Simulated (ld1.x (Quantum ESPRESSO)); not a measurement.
## Configuration tests for lead (Pb) (PAW)

- Element: Pb (Z = 82)
- Generator: ld1.x (Quantum ESPRESSO) 7.5
- Type: PAW
- Functional: Wu–Cohen
- Relativity: fully relativistic
- Frozen core: [Xe] 4f14
- Valence charge: 14
- Reference configuration: 5d10 6s2 6p0 (charge +2)
- Partial waves: 6s (bound): rcut 1.55, rcutus 1.95 bohr; 6s channel at -0.55 Ry: rcut 1.55, rcutus 1.95 bohr; 6p (bound, empty): rcut 2.25, rcutus 2.70 bohr; 6p channel at 2.2 Ry: rcut 2.25, rcutus 2.70 bohr; 5d (bound): rcut 1.30, rcutus 1.65 bohr; 5d channel at -0.2 Ry: rcut 1.30, rcutus 1.65 bohr
- Local potential: all-electron potential smoothed inside 2.40 bohr (lloc = -1)
- Core correction: Bessel-smoothed model core inside 1.60 bohr
- Augmentation charge: BESSEL, radius 1.35 bohr

Open shells are filled in proportion to 2j + 1 (rel_dist='average').

Energies are relative to the spin-unpolarised reference configuration 5d10 6s2 6p0; without spin polarisation the order of configurations can differ from experiment.

(1) Give the all-electron excitation energy and the error of the potential for: 5d10 6s2 6p2; 5d10 6s2 6p1; 5d10 6s1 6p0; 5d10 6s2 6p1.5; 5d10 6s1 6p2; 5d10 6s2 6p2.3; 5d9 6s2 6p2.

Levels in the configuration 5d10 6s2 6p1.5:

```json
{"level": "5d j=3/2", "all-electron (eV)": "-26.274", "pseudo (eV)": "-26.261"}
{"level": "5d j=5/2", "all-electron (eV)": "-23.685", "pseudo (eV)": "-23.674"}
{"level": "6s j=1/2", "all-electron (eV)": "-15.513", "pseudo (eV)": "-15.514"}
{"level": "6p j=1/2", "all-electron (eV)": "-7.798", "pseudo (eV)": "-7.805"}
{"level": "6p j=3/2", "all-electron (eV)": "-6.101", "pseudo (eV)": "-6.107"}
```

The ghost test of this file was not conclusive.

Answers

(1)

```tsv
valence configuration	charge	ΔE all-electron (eV)	error AE − PS (meV)
5d10 6s2 6p2	0	-20.324	+8.5
5d10 6s2 6p1	+1	-13.610	+2.6
5d10 6s1 6p0	+3	32.503	-3.4
5d10 6s2 6p1.5	+0.5	-17.768	+5.6
5d10 6s1 6p2	+1	-4.187	+6.7
5d10 6s2 6p2.3	-0.3	-21.156	+9.9
5d9 6s2 6p2	+1	6.719	-20
```
